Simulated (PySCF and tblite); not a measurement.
C2H8OSi, numbered as in [CH3:1][O:2][SiH2:3][CH3:4]. The ensemble was built from 90 distance-geometry starts (ETKDG and KDG, MMFF94s, GFN2-xTB) and rests on PBE0-D3(BJ)/def2-SVP geometries. Weights use PBE0-D3(BJ)/def2-TZVP energies plus GFN2-xTB zero-point and thermal terms (modes under about 100 cm⁻¹ blended into free rotors). Symmetry numbers and mirror images are counted. Conformers within 4 kcal/mol (GFN2-xTB free energy) were kept, 5 at most. GIAO shieldings: PBE0/pcSseg-1. Shifts are against TMS (¹H), TMS (¹³C), TMS (²⁹Si) at the same level. Run with PySCF (density fitting) and tblite.

Torsions listed: C1–O2–Si3–C4. Of a mirror pair one member is shown.

Two conformers hold nearly all the population. I: 180°; δ(C1) = 54.00 ppm. II: -65°; δ(C1) = 53.01 ppm. The average over the ensemble at 298.15 K is 53.55 ppm.

**Question.** What populations and free-energy difference follow from a two-state model?

**Answer.** p(I) = (53.55 − 53.01)/(54.00 − 53.01) = 0.55, so K = p(II)/p(I) = 0.83 and G(II) − G(I) = −RT ln K = 0.11 kcal/mol. One of the two counts twice, as a mirror pair, which this difference holds. The weights computed directly are 54.7 % and 45.3 %.
